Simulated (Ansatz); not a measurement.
Worked example: Ge2H6O → GeH3O + GeH3

Species: Ge2H6O `[GeH3][O][GeH3]`, singlet; GeH3O `[O][GeH3]`, doublet; GeH3 `[GeH3]`, doublet. 

Shapes, held fixed at every level: PBE0-D4/def2-TZVP. Programs: Ansatz 0.2.0. The zero-point and thermal change to 298 K, harmonic and unscaled (PBE0-D4/def2-TZVP), is -13.6 kJ/mol.

At CCSD(T)/def2-TZVPP; 1 Eh = 2625.50 kJ/mol:

| species | energy (Eh) |
| --- | --- |
| Ge2H6O | -4229.969013 |
| GeH3O | -2152.456594 |
| GeH3 | -2077.343756 |

**Question.** Work out ΔH(298 K) of the reaction at this level.

**Answer.** 
1. Products less reactants: (-2152.456594) + (-2077.343756) − [(-4229.969013)] = 0.168663 Eh = +442.8 kJ/mol.
2. With the thermal change: +442.8 + (-13.6) = +429.2 kJ/mol.

Other levels give +294.2 (HF/def2-TZVPP) to +448.2 kJ/mol (MP2/def2-SVP). No measured value is set beside it here. Open shells run unrestricted unless RO is named. Relativity is left out for Ge unless named. Correlated rows may include outer-core shells of Ge, which these sets cover unevenly.
